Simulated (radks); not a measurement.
Q: These are the eigenvalues of the occupied orbitals of an atom or ion with whole-number occupations (eV). All-electron calculation, non-relativistic Kohn-Sham, exchange-only B88, spin-polarised, spherical densities, point nucleus. Program: a radial shooting solver on a logarithmic mesh with Libxc functionals.

| orbital | eigenvalue |
|---|---|
| 1s up | -26818.09 |
| 1s down | -26818.06 |
| 2s up | -3941.152 |
| 2s down | -3941.149 |
| 2p up | -3682.081 |
| 2p down | -3682.072 |
| 3s up | -758.1191 |
| 3s down | -758.0923 |
| 3p up | -652.0466 |
| 3p down | -652.0206 |
| 3d up | -455.3922 |
| 3d down | -455.3739 |
| 4s up | -127.1666 |
| 4s down | -127.1188 |
| 4p up | -92.5628 |
| 4p down | -92.4877 |
| 4d up | -36.2068 |
| 4d down | -35.9275 |
| 5s up | -22.5729 |

Which element is it, and in what charge state? The configuration may be excited. Open shells, if any, are filled with parallel spins first.

A: Z = 49, indium, charge +2: In2+ in [Kr] 4d10 5s1. The list shows which subshells hold electrons but not how many an open one holds; the 1s level, -985.55 hartree, gives Z - s = 44.4 by -(Z - s)^2/2, which with screening narrows Z to a few neighbours, and the depths of the outer levels then fix element, charge and occupations together.
